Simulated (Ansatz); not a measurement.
Compare A (`CB1COC=N1`) with its isomer B (`BC(=C=N)OC`).

Calculated with Ansatz (gas phase, PBE0-D4/def2-TZVP geometries, no zero-point term in ΔE). CCSD(T)/CBS is the MP2 limit (def2-TZVPP, def2-QZVPP) plus CCSD(T) − MP2 in def2-TZVPP, frozen cores. DFT in def2-TZVPP. B3LYP here is the variant with VWN-RPA as its local correlation; programs differ in this. Each species was taken in one conformer, which may not be the lowest.

A:

```xyz
12

C     0.971    1.140   -1.113
B     0.037    0.230   -0.265
C     0.409   -0.812    0.867
O    -0.889   -1.303    1.283
C    -1.773   -0.657    0.528
N    -1.411    0.200   -0.351
H     2.028    0.868   -1.077
H     0.884    2.169   -0.743
H     0.643    1.172   -2.156
H     0.998   -1.671    0.532
H     0.906   -0.394    1.747
H    -2.802   -0.942    0.747
```

B:

```xyz
12

B    -0.973    1.784    0.633
C    -0.324    0.528    0.106
C     0.180   -0.275    1.049
N     0.491   -1.021    1.952
O    -0.231    0.259   -1.233
C     0.354   -0.977   -1.562
H    -1.432    2.583   -0.128
H    -1.012    1.953    1.814
H     1.420   -0.935    2.357
H     0.343   -1.053   -2.648
H     1.392   -1.032   -1.208
H    -0.211   -1.813   -1.133
```

**Question.** Which is lower in electronic energy at CCSD(T)/CBS, and by how much? (An estimate is asked.)

**Answer.** Computed: A, by 68.3 kcal/mol.

**Question.** Give E(B) − E(A) in kcal/mol with B3LYP-D4, B2PLYP, CCSD/def2-TZVPP, ωB97M-V, r2SCAN-D4, B3LYP, CCSD(T)/def2-TZVPP. (Best estimate.)

**Answer.** The calculation gave: B3LYP-D4 62.8, B2PLYP 65.1, CCSD/def2-TZVPP 68.7, ωB97M-V 68.8, r2SCAN-D4 66.2, B3LYP 62.5, CCSD(T)/def2-TZVPP 67.9. None reverses the order clearly.

Largest T1 diagnostic: 0.015.

From PBE to PBE0 (25 % exact exchange), in def2-TZVPP and without D4, E(B) − E(A) moves by +5.0 kcal/mol.
